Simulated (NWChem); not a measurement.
System: LiCl; SMILES [Li][Cl]

The following NWChem deck was run.

```
start job
memory heap 200 mb stack 900 mb global 1100 mb
geometry units angstroms noautosym nocenter noautoz
  Li     0.000000     0.000000    -1.686673
  Cl     0.000000     0.000000     0.317050
end
basis spherical
  Li library def2-svp
  Cl library def2-svp
end
dft
  xc b3lyp
  iterations 150
end
property
  response 1 0.0
end
task dft property
```

All runs use the structure optimised with PBE0/def2-SVP.

Static field.

Q: What results follow from this input? (B3LYP/def2-SVP.) Quantities: basis functions; isotropic polarisability (bohr³); anisotropy (bohr³).

A: 
```json
{
 "number_of_basis_functions": "27",
 "isotropic polarisability (bohr³)": "17.7",
 "anisotropy (bohr³)": "10.5"
}
```
